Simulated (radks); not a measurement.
Results of a calculation; reference values are marked as such.
Au, 79 electrons, occupied as [Xe] 4f14 5d10 6s1.

Level of theory: scalar-relativistic Kohn-Sham, r2SCAN, spin-polarised, spherical densities, finite nucleus; open shells are filled with parallel spins first (spin-orbit coupling, left out, can overturn this in heavy ions); meta-GGA in the generalised Kohn-Sham scheme; Fermi nuclear charge, rms radius 5.4371 fm (a radial shooting solver on a logarithmic mesh with Libxc functionals).

Energy parts (hartree):
| part | energy |
|---|---|
| total | -19009.8029 |
| kinetic | 21259.1060 |
| electron-nucleus | -47294.1905 |
| Hartree | 7388.1758 |
| exchange-correlation | -362.8942 |

Orbitals (lengths in bohr, moments of r in powers of bohr):
[
 {"orbital": "1s up", "occ.": "1", "eigenvalue (hartree)": "-2970.937", "<r^2>": "0.0003934", "<r^4>": "4.253e-07"},
 {"orbital": "1s down", "occ.": "1", "eigenvalue (hartree)": "-2970.937", "<r^2>": "0.0003934", "<r^4>": "4.253e-07"},
 {"orbital": "2s down", "occ.": "1", "eigenvalue (hartree)": "-525.2383", "<r^2>": "0.005995", "<r^4>": "0.00006230"},
 {"orbital": "2s up", "occ.": "1", "eigenvalue (hartree)": "-525.2379", "<r^2>": "0.005995", "<r^4>": "0.00006230"},
 {"orbital": "2p down", "occ.": "3", "eigenvalue (hartree)": "-454.0542", "<r^2>": "0.005048", "<r^4>": "0.00005059"},
 {"orbital": "2p up", "occ.": "3", "eigenvalue (hartree)": "-454.0540", "<r^2>": "0.005048", "<r^4>": "0.00005059"},
 {"orbital": "3s up", "occ.": "1", "eigenvalue (hartree)": "-124.3714", "<r^2>": "0.03860", "<r^4>": "0.002246"},
 {"orbital": "3s down", "occ.": "1", "eigenvalue (hartree)": "-124.3711", "<r^2>": "0.03860", "<r^4>": "0.002246"},
 {"orbital": "3p up", "occ.": "3", "eigenvalue (hartree)": "-103.6314", "<r^2>": "0.03970", "<r^4>": "0.002472"},
 {"orbital": "3p down", "occ.": "3", "eigenvalue (hartree)": "-103.6311", "<r^2>": "0.03970", "<r^4>": "0.002472"},
 {"orbital": "3d down", "occ.": "5", "eigenvalue (hartree)": "-81.41130", "<r^2>": "0.03294", "<r^4>": "0.001906"},
 {"orbital": "3d up", "occ.": "5", "eigenvalue (hartree)": "-81.41130", "<r^2>": "0.03294", "<r^4>": "0.001906"},
 {"orbital": "4s up", "occ.": "1", "eigenvalue (hartree)": "-27.22836", "<r^2>": "0.1869", "<r^4>": "0.05037"},
 {"orbital": "4s down", "occ.": "1", "eigenvalue (hartree)": "-27.22787", "<r^2>": "0.1869", "<r^4>": "0.05037"},
 {"orbital": "4p up", "occ.": "3", "eigenvalue (hartree)": "-20.39825", "<r^2>": "0.2132", "<r^4>": "0.06726"},
 {"orbital": "4p down", "occ.": "3", "eigenvalue (hartree)": "-20.39762", "<r^2>": "0.2132", "<r^4>": "0.06725"},
 {"orbital": "4d up", "occ.": "5", "eigenvalue (hartree)": "-12.14930", "<r^2>": "0.2426", "<r^4>": "0.09343"},
 {"orbital": "4d down", "occ.": "5", "eigenvalue (hartree)": "-12.14855", "<r^2>": "0.2426", "<r^4>": "0.09342"},
 {"orbital": "5s down", "occ.": "1", "eigenvalue (hartree)": "-4.05813", "<r^2>": "0.9725", "<r^4>": "1.379"},
 {"orbital": "5s up", "occ.": "1", "eigenvalue (hartree)": "-4.05730", "<r^2>": "0.9727", "<r^4>": "1.383"},
 {"orbital": "4f up", "occ.": "7", "eigenvalue (hartree)": "-3.00965", "<r^2>": "0.3016", "<r^4>": "0.1882"},
 {"orbital": "4f down", "occ.": "7", "eigenvalue (hartree)": "-3.00895", "<r^2>": "0.3016", "<r^4>": "0.1881"},
 {"orbital": "5p down", "occ.": "3", "eigenvalue (hartree)": "-2.25367", "<r^2>": "1.308", "<r^4>": "2.605"},
 {"orbital": "5p up", "occ.": "3", "eigenvalue (hartree)": "-2.25292", "<r^2>": "1.314", "<r^4>": "2.647"},
 {"orbital": "5d up", "occ.": "5", "eigenvalue (hartree)": "-0.26455", "<r^2>": "3.216", "<r^4>": "21.87"},
 {"orbital": "5d down", "occ.": "5", "eigenvalue (hartree)": "-0.25128", "<r^2>": "3.061", "<r^4>": "19.51"},
 {"orbital": "6s up", "occ.": "1", "eigenvalue (hartree)": "-0.23428", "<r^2>": "9.087", "<r^4>": "136.9"},
 {"orbital": "6s down", "occ.": "0", "eigenvalue (hartree)": "-0.18322", "<r^2>": "9.526", "<r^4>": "157.6"}
]

The highest occupied level is 6s up at -6.375 eV. The electron density at the nucleus is 2.301e+06 e/bohr^3 (large components only).
